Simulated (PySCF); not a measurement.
Compound: C₅H₉NSi.
Structure used (PBE0-D3(BJ)/def2-SVP), in Å, numbered top down from 1:
```xyz
16
C5H9NSi angstrom
N      1.9204   -1.0245    1.3705
C      1.9107   -0.2637    0.3567
C      0.8082   -0.0856   -0.6541
C     -0.2127   -1.1956   -0.6245
C     -1.4471   -0.9479   -0.1616
C     -1.8085    0.4454    0.2795
Si    -0.2888    1.4443   -0.2655
H      1.0392   -1.5538    1.4166
H      2.8001    0.3709    0.1912
H      1.2649    0.0263   -1.6532
H      0.0814   -2.2011   -0.9465
H     -2.1940   -1.7480   -0.1033
H     -1.9871    0.4905    1.3681
H     -2.7386    0.7952   -0.1983
H     -0.5579    2.2521   -1.4937
H      0.2908    2.3340    0.7834
```

All values: CAM-B3LYP/def2-SVPD (PySCF, non-relativistic), on one gas-phase PBE0-D3(BJ)/def2-SVP geometry that isn't relaxed in the solvent. The solvent is an IEF-PCM continuum (cavity from Bondi-type radii × 1.2), and excitations are vertical TDDFT with non-equilibrium linear response and a frozen core. Only the electrostatic response of the medium enters.

Gas-phase singlets (H = HOMO, L = LUMO):

| state | E (eV) | λ (nm) | f | leading configurations |
| --- | --- | --- | --- | --- |
| S1 | 5.444 | 228 | 0.003 | H→L+1 40%, H-1→L+1 15% |
| S2 | 6.780 | 183 | 0.061 | H→L 81% |
| S3 | 6.946 | 178 | 0.037 | H-1→L 46%, H-1→L+2 15% |
| S4 | 6.979 | 178 | 0.029 | H→L+2 34%, H-1→L+2 27% |
| S5 | 7.095 | 175 | 0.003 | H-1→L+1 46%, H→L+1 31% |

Q: What are the lowest 5 singlets in chloroform (ε = 4.711)?

A: 
| state | E (eV) | λ (nm) | f | leading configurations | change by rank (eV) |
| --- | --- | --- | --- | --- | --- |
| S1 | 5.568 | 223 | 0.004 | H-1→L 54%, H→L 16% | +0.124 |
| S2 | 6.754 | 184 | 0.095 | H→L 74%, H-1→L 10% | -0.026 |
| S3 | 6.864 | 181 | 0.112 | H→L+1 68%, H→L+2 16% | -0.082 |
| S4 | 7.001 | 177 | 0.003 | H→L+2 65%, H→L+1 10% | +0.022 |
| S5 | 7.077 | 175 | 0.032 | H-1→L+1 40%, H-2→L+1 24% | -0.018 |

Q: How do the frontier levels move from gas to chloroform?

A: 
```json
{"orbital": "LUMO+2", "gas (eV)": "1.11", "solvent (eV)": "1.30", "change (eV)": "+0.19", "Löwdin shares, gas": "Si7 15 %, C6 12 %, C5 11 %, C2 10 %", "Löwdin shares, solvent": "Si7 23 %, C5 12 %, C6 11 %, C4 8 %"}
{"orbital": "LUMO+1", "gas (eV)": "1.04", "solvent (eV)": "1.14", "change (eV)": "+0.10", "Löwdin shares, gas": "N1 20 %, C2 19 %, Si7 19 %, H15 8 %", "Löwdin shares, solvent": "C5 18 %, C4 15 %, Si7 12 %, C2 10 %"}
{"orbital": "LUMO", "gas (eV)": "0.89", "solvent (eV)": "1.00", "change (eV)": "+0.11", "Löwdin shares, gas": "C5 22 %, C4 19 %, Si7 11 %, C3 7 %", "Löwdin shares, solvent": "C2 27 %, N1 27 %, Si7 9 %, C3 8 %"}
{"orbital": "HOMO", "gas (eV)": "-8.80", "solvent (eV)": "-8.70", "change (eV)": "+0.10", "Löwdin shares, gas": "N1 34 %, C2 12 %, C5 11 %, C4 11 %", "Löwdin shares, solvent": "C4 29 %, C5 28 %, C6 8 %, C3 8 %"}
{"orbital": "HOMO-1", "gas (eV)": "-9.03", "solvent (eV)": "-9.09", "change (eV)": "-0.06", "Löwdin shares, gas": "N1 25 %, C4 23 %, C5 20 %, C6 7 %", "Löwdin shares, solvent": "N1 48 %, C3 12 %, C2 11 %, H8 6 %"}
{"orbital": "HOMO-2", "gas (eV)": "-9.51", "solvent (eV)": "-9.49", "change (eV)": "+0.02", "Löwdin shares, gas": "N1 31 %, C3 19 %, C2 15 %, Si7 12 %", "Löwdin shares, solvent": "N1 30 %, C3 18 %, C2 13 %, Si7 11 %"}
{"orbital": "HOMO-3", "gas (eV)": "-10.51", "solvent (eV)": "-10.30", "change (eV)": "+0.21", "Löwdin shares, gas": "C6 31 %, Si7 23 %, C5 13 %, H16 6 %", "Löwdin shares, solvent": "C6 28 %, Si7 24 %, C5 12 %, H16 7 %"}
```

The HOMO–LUMO gap goes from 9.69 to 9.69 eV. Rows go by rank; for HOMO-1, HOMO, LUMO, LUMO+1 and LUMO+2 the atom shares or the degeneracy differ between the runs, so the row needn't follow one orbital.
